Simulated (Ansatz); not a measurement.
Program: Ansatz. Geometries: PBE0-D4/def2-TZVP. ΔE: electronic, gas phase. CCSD(T)/CBS adds triple-zeta CCSD(T) − MP2 to the extrapolated MP2 energy (def2 sets, frozen cores). This one scheme is used for every species. Functionals use def2-TZVPP. B3LYP here is the variant with VWN-RPA as its local correlation; programs differ in this. HSE06 is defined as in plane-wave codes. Each species was taken in one conformer, which may not be the lowest.

Reaction (formal exchange of groups at a B–C bond): `N=CB(O)Cl` + SiH₄ → `OB([SiH3])Cl` + `C=N`

```json
{"level": "B97M-V", "ΔE (kcal/mol)": "7.3", "difference from CCSD(T)/CBS": "0.7"}
{"level": "PBE0-D4", "ΔE (kcal/mol)": "5.8", "difference from CCSD(T)/CBS": "-0.8"}
{"level": "B3LYP-D4", "ΔE (kcal/mol)": "6.8", "difference from CCSD(T)/CBS": "0.2"}
{"level": "BHLYP-D4", "ΔE (kcal/mol)": "7.2", "difference from CCSD(T)/CBS": "0.6"}
{"level": "ωB97M-V", "ΔE (kcal/mol)": "7.4", "difference from CCSD(T)/CBS": "0.8"}
{"level": "revPBE", "ΔE (kcal/mol)": "4.5", "difference from CCSD(T)/CBS": "-2.1"}
{"level": "BLYP", "ΔE (kcal/mol)": "6.0", "difference from CCSD(T)/CBS": "-0.6"}
{"level": "r2SCANh", "ΔE (kcal/mol)": "6.8", "difference from CCSD(T)/CBS": "0.2"}
{"level": "HSE06", "ΔE (kcal/mol)": "5.7", "difference from CCSD(T)/CBS": "-0.9"}
{"level": "LC-ωPBE", "ΔE (kcal/mol)": "6.0", "difference from CCSD(T)/CBS": "-0.6"}
{"level": "RPA@PBE/def2-TZVPP", "ΔE (kcal/mol)": "7.0", "difference from CCSD(T)/CBS": "0.4"}
{"level": "MP2/def2-SVP", "ΔE (kcal/mol)": "9.5", "difference from CCSD(T)/CBS": "2.9"}
{"level": "HF/def2-TZVPP", "ΔE (kcal/mol)": "7.7", "difference from CCSD(T)/CBS": "1.1"}
{"level": "SCS-MP2/def2-TZVPP", "ΔE (kcal/mol)": "7.8", "difference from CCSD(T)/CBS": "1.2"}
{"level": "HF/def2-QZVPP", "ΔE (kcal/mol)": "7.7", "difference from CCSD(T)/CBS": "1.1"}
{"level": "MP2/CBS(def2)", "ΔE (kcal/mol)": "7.4", "difference from CCSD(T)/CBS": "0.8"}
{"level": "CCSD(T)/CBS", "ΔE (kcal/mol)": "6.6", "difference from CCSD(T)/CBS": "0"}
```

(1) What do rigid-rotor, harmonic-oscillator terms from PBE0-D4/def2-TZVP frequencies (298.15 K, 1 bar) make of the CCSD(T)/CBS value? (Best estimate.)

Largest T1 diagnostic among the species: 0.013.

Results:

(1) The calculation gave: ΔZPE = +0.9 kcal/mol, ΔH = +7.7 kcal/mol, ΔS = 35 J/(mol·K), ΔG = +5.2 kcal/mol.

Leaving LDA and LC-ωPBE aside and taking each functional with its dispersion term where it has one, the values, not all of them listed here, spread over 2.1 kcal/mol, from PBE-D4 to ωB97M-V. LDA lies +1.7 kcal/mol from PBE without D4. From BLYP to BHLYP (50 % exact exchange), in def2-TZVPP and without D4, ΔE moves by +1.4 kcal/mol. At CCSD(T), def2-SVP lies +2.0 kcal/mol from the extrapolated value and def2-TZVPP +0.5 kcal/mol.
